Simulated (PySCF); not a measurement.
Coordinates in bohr (charge 0 multiplicity 2):
```
Ru    0.0000    0.0000    0.1294
N     0.0000    0.0000    3.0972
O     2.9877   -0.5953   -1.7137
O    -2.9877    0.5953   -1.7137
H     4.5545   -0.9075   -0.8510
H    -4.5545    0.9075   -0.8510
```

Method: PySCF, UPBE0, basis Ru def2-TZVP with ECP28, N def2-TZVP, O def2-TZVP, H def2-TZVP (scalar-relativistic core potentials, no spin–orbit coupling, density fitting).

This geometry of RuN(OH)2 is a stationary point at this level.

Problem. What is the point group?

Solution. C2v.

Problem. Is it a minimum?

Solution. Yes: all harmonic wavenumbers are real.

Problem. What are the dipole moment and the gap between the highest occupied and lowest empty levels of either spin?

Solution. 1.33 D and 3.63 eV.

Problem. Give the ideal-gas entropy at 298.15 K and 1 bar by parts.

Solution. translation 171.3, rotation 100.1, vibration 48.5, spin 5.8; total 325.7 J/(mol K).

Problem. What is the atomisation energy, with and without zero-point energy?

Solution. 2013 kJ/mol without, 1936 kJ/mol with.

This need not be the most stable arrangement of these atoms. With open d or f shells other occupations or spin states may lie lower.
